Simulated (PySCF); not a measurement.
# UHF on C²⁺ (carbon, charge +2)

Configuration: [He] 2s1 3d1, high-spin 3D determinant (an excited configuration). Computed with PySCF 2.14 in aug-cc-pVDZ, with the non-relativistic Hamiltonian (point nucleus).

| Property | Result |
| --- | --- |
| Total energy | -35.223047 hartree |
| One-electron energy | -41.6712 hartree |
| Hartree (Coulomb) energy | 10.5519 hartree |
| Exchange energy | -4.1037 hartree |
| Kinetic energy | 34.97184 hartree |
| ⟨S²⟩ | 2.0000 |
| ⟨L²⟩ | 6.000 |
| Sum of ⟨r⟩ | 4.823 bohr |
| Sum of ⟨r²⟩ | 11.99 bohr² |
| Traceless quadrupole moment −½Σ⟨3z² − r²⟩ along its main axis | 2.79 e·bohr² |
| Density at the nucleus (Gaussians lack the cusp) | 120 bohr⁻³ |
| Spin density at the nucleus | 3.14 bohr⁻³ |
| Langevin diamagnetic susceptibility | -9.50 ×10⁻⁶ cm³/mol |

```
shell  electrons  mean orbital energy (hartree)  rms radius, mean of both spins (bohr)
 1s α          1                      -13.16874                                  0.310
 1s β          1                      -13.10085                                  0.310
 2s α          1                       -1.99928                                   1.42
 3d α          1                       -0.50599                                   3.13
```

The outer electron is Rydberg-like, and this basis confines it to a smaller radius and binds it less than a complete one would.

Spin-orbit constants ζ (cm⁻¹) from the X2C one-electron operator on these orbitals (non-relativistic here): bare nucleus, nucleus screened by l(l+1)(2l+1)/3 electrons, and screened by the Breit-Pauli mean field of the electrons.

```
shell   bare  screened nucleus  mean field
   3d  3.243             1.622       1.502
```

To first order the Landé constant is A = 0.7509 cm⁻¹, so the lowest level has J = 1 and lies 0.000279 eV below the centre of the term. This holds in LS coupling only.
